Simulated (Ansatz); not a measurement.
Consider the ligand exchange at a B–C bond: `BC[SiH](O)F` + HI → `BI` + `C[SiH](O)F`.

Gas-phase electronic energies from Ansatz, PBE0-D4/def2-TZVP geometries. CCSD(T)/CBS is the MP2 limit (def2-TZVPP, def2-QZVPP) plus CCSD(T) − MP2 in def2-TZVPP, frozen cores. DFT in def2-TZVPP. B3LYP here is the variant with VWN-RPA as its local correlation; programs differ in this. HSE06 is defined as in plane-wave codes. Elements past krypton have def2 core potentials. For I outer-core shells are correlated without core-valence functions, which leaves a few kJ/mol of doubt a bond. One conformer a species, not always the lowest.

Question: Is it downhill or uphill in electronic energy at CCSD(T)/CBS, and by how much? (An estimate is asked.)

Answer: The calculation gave: Downhill: ΔE = -58.4 kJ/mol.

Question: What do these levels give: LDA (SPW92), revPBE-D4, B97M-V, r2SCAN0-D4, CAM-B3LYP-D4, B2PLYP, PBE, B3LYP, HSE06, MP2/def2-SVP, CCSD(T)/def2-SVP, SCS-MP2/def2-TZVPP? (Best estimate.)

Answer: Ansatz gave: LDA (SPW92) -47.6, revPBE-D4 -53.5, B97M-V -49.4, r2SCAN0-D4 -54.4, CAM-B3LYP-D4 -49.0, B2PLYP -58.2, PBE -56.6, B3LYP -56.2, HSE06 -56.0, MP2/def2-SVP -54.4, CCSD(T)/def2-SVP -52.5, SCS-MP2/def2-TZVPP -59.7 kJ/mol.

Largest T1 diagnostic among the species: 0.012.

At CCSD(T), def2-SVP lies +5.9 kJ/mol from the extrapolated value and def2-TZVPP +1.9 kJ/mol. The D4 term adds +3.2 kJ/mol with B3LYP and +2.0 kJ/mol with PBE0; it sums over pairs of atoms, weighted by their polarisabilities, and B3LYP, whose exchange is more repulsive, gets the larger term. Leaving LDA and LC-ωPBE aside and taking each functional with its dispersion term where it has one, the values spread over 9.2 kJ/mol, from B2PLYP to CAM-B3LYP-D4. LDA lies +8.9 kJ/mol from PBE without D4.
